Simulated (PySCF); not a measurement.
A search over the determinants of CaCl

Unrestricted PBE0; PySCF, spin-free X2C with a Gaussian nucleus, basis sets Ca x2c-TZVPPall, Cl x2c-TZVPPall. Outer shells of the fragments: Ca 4s2; Cl 3s2 3p5.

Followed along the bond (rough minima from three points):

| 2Ms+1 | unpaired | ⟨S²⟩ at the start | R at minimum (Å) | Te (eV) |
| --- | --- | --- | --- | --- |
| 2 | σ ↑ | 0.75 | 2.43 | 0.00 |
| 4 | σ ↑, π ↑↑ | 3.75 | none in the scan | ≤ 5.98 |

Solutions found at the starting distance of 2.560 Å, counted from the lowest of them; the search is not exhaustive and high or unbound solutions are not listed, so other states can lie among these:

| 2Ms+1 | unpaired | term | E (eV) | ⟨S²⟩ | ⟨Lz²⟩ | μ (D) |
| --- | --- | --- | --- | --- | --- | --- |
| 2 | σ ↑ | ²Σ⁺ | 0.00 | 0.75 | 0.00 | -4.60 |
| 2 | π ↑ | ²Π | 1.74 | 0.75 | 1.00 | -4.66 |
| 2 | δ ↑ | ²Δ | 2.24 | 0.75 | 4.00 | -8.65 |
| 4 | σ ↑, π ↑↑ | mixed | 6.13 | 3.75 | 2.03 | 2.30 |
| 4 | σ ↑, π ↑↑ | mixed | 6.23 | 3.75 | 2.01 | 3.34 |
| 4 | σ ↑↑, π ↑ | mixed | 6.35 | 3.75 | 1.41 | 4.91 |

A term symbol is given only where ⟨S²⟩ and ⟨Lz²⟩ are close to those of a pure state; real π, δ and φ orbitals otherwise mix terms. A positive dipole means Ca(−)Cl(+).

Counting both spins, an empty level lies below a filled one in some of these solutions, because spin and occupation are held.
